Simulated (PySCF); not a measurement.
CH₆BNSi, CH₃BClSi (calculated)

All values are calculated (PySCF 2.14.0). Calculation on a computer-drawn molecule: the log of a Hartree-Fock and frozen-core CCSD(T) single point meant for a local Hartree-Fock minimum, with one planted fault or none, to be diagnosed. Offsets are logged minus clean, where the clean run is the same molecule without the fault. The reference is restricted for singlets and unrestricted otherwise, and also for a bond in bohr or an excited solution. Adding or removing an electron swaps singlet and doublet. The excited solution moves the top pair (singlet) or top alpha electron (doublet) to the lowest empty orbital. Highest occupied and lowest empty are orbital energies over both spins, largest force is the largest gradient component, triples share is (T) over the correlation energy, the T1 limit is 0.02 restricted and 0.045 unrestricted, electrons count all cores, a negative frequency is imaginary (commonest isotopes), and the dipole is about the centre of nuclear charge.

Common to all runs: meant multiplicity 1; meant basis cc-pV(D+d)Z; logged SCF converged yes; possible faults no fault, one electron removed, one electron added, multiplicity raised by two, geometry at a saddle point, SCF held on an excited solution, minimal basis STO-3G, one bond length entered in bohr, all coordinates scaled.

(1) CH₆BNSi

Logged structure:
```xyz
10
CH6BNSi
B     -0.6043    -3.4454    -0.2944
C     -0.5293    -2.4386     0.6660
N     -1.4590    -1.8568     1.5480
Si    -3.1661    -1.8432     1.3261
H     -0.5687    -4.2478    -1.1519
H      0.4729    -2.0042     0.6940
H     -1.0539    -1.4030     2.3402
H     -3.5814    -1.0373     0.1536
H     -3.7583    -1.2757     2.5573
H     -3.6731    -3.2212     1.1061
```

| Property | Result |
| --- | --- |
| meant charge | 0 |
| logged electrons | 39 |
| logged basis functions | 95 |
| logged spin squared | 0.8575 |
| logged highest occupied | 0.14038 eV |
| logged lowest empty | 8.245 eV |
| logged largest force | 0.037811 hartree/bohr |
| logged T1 diagnostic | 0.025923 |
| logged D1 diagnostic | 0.10768 |
| logged triples share | 0.031702 |
| logged CC converged | yes |
| logged dipole magnitude | 7.1656 debye |
| logged SCF stable within its kind | yes |
| logged energy HF | -409.3217 hartree |
| logged energy CCSD(T) | -409.88702 hartree |
| planted fault | one electron added |
| HF energy offset from clean run | 28.06 kcal/mol |
| CCSD(T) energy offset from clean run | 15.68 kcal/mol |

Drawn bonds:
```tsv
atom	other atom	order
1	2	2
2	3	1
3	4	1
1	5	1
2	6	1
3	7	1
4	8	1
4	9	1
4	10	1
```

Notes: highest electron not bound in this basis.

(2) CH₃BClSi

Logged structure:
```xyz
7
CH3BClSi
B     -0.8959     0.7970     0.4854
C     -2.0412    -0.0274     0.4143
Si    -2.1676    -1.5988     1.1485
Cl    -0.6698    -2.3948     2.1764
H      0.0628     1.4681     0.5543
H     -2.9102     0.3380    -0.1346
H     -3.3636    -2.4233     1.0594
```

| Item | Value |
| --- | --- |
| meant charge | 1 |
| logged electrons | 44 |
| logged basis functions | 89 |
| logged spin squared | 0 |
| logged highest occupied | -15.704 eV |
| logged lowest empty | -4.5089 eV |
| logged largest force | 2.346e-05 hartree/bohr |
| logged lowest frequency | 124.48 cm⁻¹ |
| logged T1 diagnostic | 0.014287 |
| logged D1 diagnostic | 0.037067 |
| logged triples share | 0.033782 |
| logged CC converged | yes |
| logged dipole magnitude | 4.2381 debye |
| logged SCF stable within its kind | yes |
| logged energy HF | -812.48174 hartree |
| logged energy CCSD(T) | -812.95209 hartree |
| planted fault | no fault |
| HF energy offset from clean run | 0 kcal/mol |
| CCSD(T) energy offset from clean run | 0 kcal/mol |

Drawn bonds:
```tsv
atom	other atom	order
1	2	2
2	3	1
3	4	1
1	5	1
2	6	1
3	7	1
```

(3) CH₃BClSi

Structure as in entry 2.

| Property | Result |
| --- | --- |
| meant charge | 1 |
| logged electrons | 44 |
| logged basis functions | 89 |
| logged spin squared | 0 |
| logged highest occupied | -10.212 eV |
| logged lowest empty | -10.446 eV |
| logged largest force | 0.12307 hartree/bohr |
| logged CC converged | no |
| logged dipole magnitude | 7.9953 debye |
| logged SCF stable within its kind | no |
| logged energy HF | -812.05518 hartree |
| planted fault | SCF held on an excited solution |
| HF energy offset from clean run | 267.7 kcal/mol |

Drawn bonds:
```tsv
atom	other atom	order
1	2	2
2	3	1
3	4	1
1	5	1
2	6	1
3	7	1
```

Notes: CCSD not converged.
